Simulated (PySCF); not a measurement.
Worked example: entropy of an ideal gas

3-chloro-1,1-difluoropropa-1,2-diene (C₃HClF₂), SMILES ClC=C=C(F)F.

Geometry: B3LYP-D3(BJ)/def2-SVP.

B3LYP-D3(BJ)/def2-SVP (PySCF) gives the harmonic wavenumbers 103, 114, 262, 391, 547, 605, 607, 743, 842, 862, 1229, 1294, 1478, 2109, 3174 cm⁻¹ and the rotational temperatures 0.3889, 0.0548, 0.0517 K. The molar mass is 110.49 g/mol, the symmetry number 1, the spin multiplicity 1.

Q: Work out the entropy at 298.15 K and 1 atm in the rigid-rotor, harmonic-oscillator model.

A: 
Translation (Sackur–Tetrode at 1 atm): S = R[1.5 ln M + 2.5 ln T − 1.16487] = 167.4 J/(mol K).
Rotation: q = (√π/σ) T^1.5/√(θA θB θC) = 275000, S = R[ln q + 3/2] = 116.6 J/(mol K).
Vibration: with u = 1.4388 ν/T, each mode gives R[u/(e^u − 1) − ln(1 − e^−u)]:
```json
[
 {"ν (cm⁻¹)": "103", "modes": "1", "u": "0.50", "S (J/(mol K))": "14.21"},
 {"ν (cm⁻¹)": "114", "modes": "1", "u": "0.55", "S (J/(mol K))": "13.39"},
 {"ν (cm⁻¹)": "262", "modes": "1", "u": "1.26", "S (J/(mol K))": "6.90"},
 {"ν (cm⁻¹)": "391", "modes": "1", "u": "1.89", "S (J/(mol K))": "4.17"},
 {"ν (cm⁻¹)": "547", "modes": "1", "u": "2.64", "S (J/(mol K))": "2.30"},
 {"ν (cm⁻¹)": "605", "modes": "1", "u": "2.92", "S (J/(mol K))": "1.85"},
 {"ν (cm⁻¹)": "607", "modes": "1", "u": "2.93", "S (J/(mol K))": "1.83"},
 {"ν (cm⁻¹)": "743", "modes": "1", "u": "3.59", "S (J/(mol K))": "1.08"},
 {"ν (cm⁻¹)": "842", "modes": "1", "u": "4.06", "S (J/(mol K))": "0.74"},
 {"ν (cm⁻¹)": "862", "modes": "1", "u": "4.16", "S (J/(mol K))": "0.68"},
 {"ν (cm⁻¹)": "1229", "modes": "1", "u": "5.93", "S (J/(mol K))": "0.15"},
 {"ν (cm⁻¹)": "1294", "modes": "1", "u": "6.24", "S (J/(mol K))": "0.12"},
 {"ν (cm⁻¹)": "1478", "modes": "1", "u": "7.13", "S (J/(mol K))": "0.05"}
]
```
The stiffer modes add less than 0.005 each. Sum 47.5 J/(mol K).
Spin: R ln 1 = 0.0 J/(mol K).
Total 331.5 J/(mol K); the program's own thermochemistry gives 331.5. Translation makes up 51 % and vibration 14 %. Anharmonicity, hindered rotation and orbital degeneracy are left out.
